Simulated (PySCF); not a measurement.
C5H3O3 (doublet state).
Bonds: O1–C2 (double), C2–O3, C2–C4, C4–C5 (aromatic), C5–C6 (aromatic), C6–C7 (aromatic), C7–O8 (aromatic), C4–O8 (aromatic). Hydrogens: H9 on O3; H10 on C6; H11 on C7.

Structure optimised with GFN2-xTB, isolated species. This method treats the open shell by occupation alone, without spin polarisation.

(1) Give the optimised bond lengths and angles.

Answers

(1) 
```tsv
bond	length (Å)
O1=C2	1.205
C2–O3	1.340
C2–C4	1.461
C4–C5	1.366
C5–C6	1.396
C6–C7	1.371
C7–O8	1.336
C4–O8	1.361
O3–H9	0.970
C6–H10	1.069
C7–H11	1.073
```

A selection of angles:
```tsv
angle	degrees
O1–C2–O3	123.1
O1–C2–C4	124.5
O3–C2–C4	112.4
C2–O3–H9	109.8
C2–C4–C5	130.8
C2–C4–O8	121.3
C5–C4–O8	107.9
C4–C5–C6	109.2
C5–C6–C7	103.8
C5–C6–H10	128.3
C7–C6–H10	127.9
C6–C7–O8	111.9
C6–C7–H11	130.9
O8–C7–H11	117.2
C4–O8–C7	107.3
```

Dihedral angles: O1–C2–C4–C5 0° (synperiplanar); H9–O3–C2–O1 0° (synperiplanar).

The 5-membered ring C4–C5–C6–C7–O8 has internal angles of 103.8° to 111.9°; it is planar, 0.00 Å rms from its mean plane, widest ring torsion 0°. C6 (carbon bonded to 2 C and H) is planar (angles 128.3°, 127.9° and 103.8°, sum 360.0°, 0.00 Å off the plane of its three neighbours). The 4 C–C bonds span 1.366 Å (C4–C5, aromatic) to 1.461 Å (C2–C4, drawn single), a spread of 0.095 Å. C4 (carbon bonded to 2 C and O) is planar (angles 130.8°, 121.3° and 107.9°, sum 360.0°, 0.00 Å off the plane of its three neighbours). C2 (carbon bonded to C and 2 O) is planar (angles 124.5°, 123.1° and 112.4°, sum 360.0°, 0.00 Å off the plane of its three neighbours). The 8 heavy atoms lie in one plane (0.001 Å rms). C7 (carbon bonded to C, O and H) is planar (angles 130.9°, 117.2° and 111.9°, sum 360.0°, 0.00 Å off the plane of its three neighbours).

Point group: Cs (every atom within 0.08 Å of its image). Whether it is a minimum is left open (no frequencies). Torsions: O1–C2–O3–H 0°, O1–C2–C4–C5 0°.

One conformer stands for the species.

The numbers are calculated, not measured.
